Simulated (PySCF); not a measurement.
Species: CuBr (singlet state).
Cartesian coordinates in Å at the PBE0-D3(BJ)/def2-SVP level; atoms count from 1:
```xyz
2
CuBr angstrom
Cu     1.1031   -0.0043    0.0010
Br    -1.1028    0.0083   -0.0141
```

Method used: PySCF 2.14.0, density-fitted response routines, TDDFT CAM-B3LYP/def2-SVPD, vertical, gas phase, core orbitals frozen in the response. The CAM-B3LYP/def2-SVPD calculation is non-relativistic and has no spin–orbit coupling, an omission that weighs most on bromine.

Transition dipole moments from the ground state, in atomic units and in the frame of the coordinates above (overall signs are arbitrary), for the states with f of 0.002 or more among the lowest 3:

```
state  E (eV)      μx      μy      μz
   S1   2.626   0.001  -0.209  -0.311
   S2   2.626   0.003   0.311  -0.209
   S3   2.804  -0.473   0.003  -0.003
```

What oscillator strength does each state have?

f = (2/3) ΔE |μ|² with ΔE in hartree (27.2114 eV).

```json
{"state": "S1", "|μ|² (au)": "0.140", "|μ| (D)": "0.95", "f": "0.009"}
{"state": "S2", "|μ|² (au)": "0.140", "|μ| (D)": "0.95", "f": "0.009"}
{"state": "S3", "|μ|² (au)": "0.224", "|μ| (D)": "1.20", "f": "0.015"}
```

What is the point group, and which symmetry does each of these states have?

C∞v. Polarised along the molecular axis, so Σ+: S3. Polarised across the molecular axis, so Π: S1 and S2.

What peak molar absorption coefficient would the strongest computed level give as a lone Gaussian band 0.5 eV wide at half height?

ε(max) = 2.175×10⁸ f / FWHM, with the width in cm⁻¹. S1/S2 (f summed): 2.175×10⁸ × 0.0181 / 4033 ≈ 970 L mol⁻¹ cm⁻¹.

S1/S2 coincide within about 0.01 eV; within a degenerate level the directions of the single components are arbitrary.
